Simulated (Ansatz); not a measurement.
C2H8GeO2Si, SMILES `C=C[SiH](O)[GeH2][OH]`, relaxed with RKS PBE0-D4/def2-TZVP in Ansatz from a GFN2-xTB geometry. The force threshold is 0.005 eV/Å; the program also tests the step.

The species carries charge 0 and has multiplicity 1.

Start:

```xyz
14

C    -2.192    0.075   -0.633
C    -1.193    0.563   -1.349
Si    0.635    0.233   -1.006
O     1.448    1.617   -0.761
Ge    0.892   -1.100    0.908
O     1.102    0.170    2.141
H    -3.229    0.284   -0.848
H    -2.011   -0.568    0.218
H    -1.423    1.205   -2.192
H     1.301   -0.329   -2.179
H     1.498    1.975    0.124
H    -0.201   -2.016    1.470
H     2.125   -1.994    1.067
H     1.247   -0.115    3.040
```

| step | energy (eV) | largest force (eV/Å) | largest move (Å) |
| --- | --- | --- | --- |
| 1 | -70681.1639 | 0.925 | 0.000 |
| 2 | -70681.2671 | 0.409 | 0.195 |
| 3 | -70681.2932 | 0.333 | 0.115 |
| 4 | -70681.3003 | 0.254 | 0.026 |
| 5 | -70681.3015 | 0.262 | 0.043 |
| 6 | -70681.3059 | 0.150 | 0.038 |
| 7 | -70681.3095 | 0.083 | 0.059 |
| 8 (rejected) | -70681.3078 | 0.136 | 0.157 |
| 9 | -70681.3129 | 0.101 | 0.077 |
| 10 | -70681.3138 | 0.062 | 0.049 |
| 11 | -70681.3146 | 0.074 | 0.069 |
| 12 | -70681.3153 | 0.070 | 0.036 |
| 13 | -70681.3159 | 0.055 | 0.030 |
| 14 | -70681.3164 | 0.037 | 0.027 |
| 15 | -70681.3167 | 0.031 | 0.026 |
| 16 | -70681.3169 | 0.053 | 0.043 |
| 17 | -70681.3170 | 0.043 | 0.015 |
| 18 | -70681.3171 | 0.014 | 0.020 |
| 19 | -70681.3171 | 0.015 | 0.009 |
| 20 | -70681.3172 | 0.010 | 0.002 |
| 21 | -70681.3172 | 0.004 | 0.003 |

End:

```xyz
14

C    -2.238   -0.056   -0.798
C    -1.218    0.580   -1.368
Si    0.569    0.290   -0.952
O     1.355    1.672   -0.520
Ge    0.847   -1.065    1.002
O     1.431    0.295    2.043
H    -3.269    0.126   -1.090
H    -2.092   -0.792   -0.012
H    -1.443    1.309   -2.148
H     1.253   -0.281   -2.142
H     1.534    1.730    0.426
H    -0.394   -1.690    1.680
H     1.946   -2.150    0.961
H     1.719    0.031    2.919
```

It took 55 s on 2 threads of an AMD EPYC 7R13 on a shared host and a share of an NVIDIA H100 80 GB, with 0.93 GiB of host memory at the peak.
